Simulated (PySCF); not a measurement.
BH₂O₂, SMILES O[B]O (connectivity only; charge and spin as stated), charge +1, multiplicity 1. Coordinates come from a B3LYP-D3(BJ)/def2-TZVP optimisation. The spin state was assumed, not searched. The isomer is the one that the SMILES or the coordinates give; other isomers of the formula were not compared. One conformer was computed; it need not be the lowest.

Calculation: B3LYP-D3(BJ)/def2-TZVP (PySCF 2.14.0).

Harmonic wavenumbers (cm⁻¹): 302, 431, 433, 610, 628, 1083, 2085, 3746, 3767. Rotational constants (GHz): 624.0, 8.624, 8.617; symmetry number 2.

Work out the zero-point energy and the ideal-gas rigid-rotor harmonic-oscillator thermochemistry at 298.15 K and 1 atm.

ZPE = ½ Σ hcν = ½ × 13084 cm⁻¹ = 78.26 kJ/mol. H − E(el) = 91.60 kJ/mol. Entropy in J/(mol K): translation 156.17, rotation 75.73, vibration 16.80, total 248.71. G − E(el) = 17.45 kJ/mol. Cp = 61.54 J/(mol K).
